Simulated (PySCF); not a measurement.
`N(/N=C/C(F)(F)F)=C(C)C`. Theory: PBE0-D3(BJ)/def2-SVP geometry optimisation, gas phase (PySCF 2.14.0).

```
atom  x, y, z in Å
C1    -1.4538   -0.9841   -0.6441
C2    -1.2668    0.1308    0.3383
C3    -2.4698    0.8276    0.8822
N4    -0.1143    0.5324    0.7260
N5     0.9726   -0.1291    0.3172
C6     1.8269    0.4706   -0.4022
C7     3.0943   -0.2336   -0.7870
F8     3.2436   -0.2074   -2.1179
F9     3.1220   -1.4959   -0.3904
F10    4.1551    0.3913   -0.2628
H11   -0.6427   -1.7203   -0.5334
H12   -2.4304   -1.4711   -0.5166
H13   -1.4062   -0.6029   -1.6781
H14   -3.0788    1.2467    0.0644
H15   -2.1692    1.6359    1.5603
H16   -3.1131    0.1154    1.4249
H17    1.7142    1.5045   -0.7642
```

Task: Which two atoms are farthest apart?

Result: F10···H16, 7.47 Å; the next longest distance is 7.29 Å.

Task: What is the repulsion energy of the bare nuclei, Σ ZA·ZB/RAB?

Result: 546.37 Eh over 136 pairs, with full nuclear charges and distances in bohr; the largest single term is 21.59 Eh (C7 with F9).

Task: Work out the bond lengths C1–H12, C3–H14, N5=C6, C6–C7, C6–H17, C7–F9, C7–F10 in Å.

Result: For C1–H12 the difference vector is (-0.9766, -0.4870, 0.1275) Å, of length 1.0987 Å. C1–H12 1.099; C3–H14 1.102; N5=C6 1.268; C6–C7 1.500; C6–H17 1.101; C7–F9 1.323; C7–F10 1.338 Å.

Task: How far apart are these pairs, which share no bond: C3···N5, C3···F9, N5···H13, C6···F8, C6···H11, H15···H16?

Result: C3···N5 3.617 Å (3 bonds apart); C3···F9 6.188 Å (6 bonds apart); N5···H13 3.141 Å (4 bonds apart); C6···F8 2.326 Å (2 bonds apart); C6···H11 3.304 Å (5 bonds apart); H15···H16 1.795 Å (2 bonds apart).

Task: Give the dihedral angles N5–C6–C7–F10, H12–C1–C2–C3, N4–C2–C3–H15, N4–C2–C3–H14.

Result: N5–C6–C7–F10 -116° (anticlinal); H12–C1–C2–C3 -26° (synperiplanar); N4–C2–C3–H15 1° (synperiplanar); N4–C2–C3–H14 122° (anticlinal). Dihedral signs follow IUPAC: positive where, seen along the central bond, the front bond turns clockwise onto the rear one.

Task: How far are the heavy atoms from their best plane (unweighted least squares)?

Result: 0.515 Å rms; C1 0.03, C2 0.01, C3 0.23, N4 0.13, N5 0.42, C6 0.41, C7 0.05, F8 1.01, F9 1.10, F10 0.02 Å (magnitudes).

Task: Where is the centre of mass (commonest isotopes), and what is the radius of gyration?

Result: Mass 152.056 u; centre at (1.299, -0.105, -0.301) Å; Rg = √(Σ m r²/M) = 2.539 Å. As Ia + Ib + Ic = 2 Σ m r², the three principal moments sum to 1960.8 u·Å².

Task: What are the angles H11–C1–H12, C3–C2–N4, H15–C3–H16, H14–C3–H15?

Result: From the scalar product of the two bond vectors; for H11–C1–H12 it is -0.4195 Å² over 1.1010 × 1.0987 Å², cos θ = -0.3468. H11–C1–H12 110.3°; C3–C2–N4 117.9°; H15–C3–H16 109.4°; H14–C3–H15 109.3°.

No PBE0-D3(BJ)/def2-SVP frequencies stand behind this structure, so it isn't proved a minimum. The numbers are those of one conformer.

Time: 6.5 min of wall time; peak memory 0.70 GiB. Hardware: one thread of an Arm Neoverse V2, shared host with 96 logical CPUs at a one-minute load of 78. These figures are those of the optimisation.
